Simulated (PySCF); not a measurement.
C5H3ClOS.
Geometry (PBE0-D3(BJ)/def2-SVP, Å), atoms numbered from 1 in this order:
```xyz
11
C5H3ClOS angstrom
O      2.4291    0.6132    1.8240
C      1.9585   -0.0474    0.9544
Cl     2.8950   -1.3783    0.2122
C      0.6270    0.0999    0.3819
C      0.0041   -0.6009   -0.6319
C     -1.3045   -0.1323   -0.8846
C     -1.6490    0.9152   -0.0604
S     -0.3988    1.3397    1.0202
H      0.4920   -1.4206   -1.1588
H     -1.9701   -0.5463   -1.6423
H     -2.5922    1.4613   -0.0403
```

Computed at PBE0/pcSseg-1 (PySCF, non-relativistic), with Q(17O) = −0.0256 b, Q(35Cl) = −0.0817 b, Q(33S) = −0.0678 b: O1, 17O (I = 5/2): χzz = 9.077 MHz, η = 0.328; Cl3, 35Cl (I = 3/2): χzz = -65.09 MHz, η = 0.220; S8, 33S (I = 3/2): χzz = -28.92 MHz, η = 0.484.

Find the zero-field quadrupole resonance frequencies of 17O at O1.

From the eigenvalues of H = χ/[4I(2I − 1)] × [3Iz² − I(I + 1) + η(Ix² − Iy²)], steps between neighbouring levels, labelled as for η = 0: ±1/2↔±3/2 1.512 MHz, ±3/2↔±5/2 2.668 MHz (carbonyl oxygen).

Where would the pure quadrupole (NQR) lines of 35Cl at Cl3 fall for the rigid, isolated species?

From ν = (|χ|/2)√(1 + η²/3): ν = 32.81 MHz (chlorine bonded to C). For 37Cl the ratio of quadrupole moments, 0.7881, gives 25.85 MHz.

Where would the pure quadrupole (NQR) lines of 33S at S8 fall for the rigid, isolated species?

From ν = (|χ|/2)√(1 + η²/3): ν = 15.01 MHz (thiophene-type sulfur).

Apply the simplest Townes–Dailey estimate (no s hybridisation, no π bonding), ionic character = 1 − χzz/χ0, where χ0 is the coupling for one missing p electron along the bond: −109.74 MHz for 35Cl.

Cl3 on C2: 1 − (-65.09)/(-109.74) = 0.41. In this model a purely covalent bond gives χ0 and a free halide ion gives zero; s hybridisation or π bonding, where present, is counted here as ionic character.

In a crystal, neighbours and librations shift these lines. These gradients aren't converged with respect to the basis.

The run behind these numbers computed NMR shieldings as well. Time: 18 s; peak memory 1.0 GiB. Hardware: an Arm Neoverse V1 with one thread, shared host with 32 logical CPUs at a one-minute load of 14.

One conformer stands for the species.
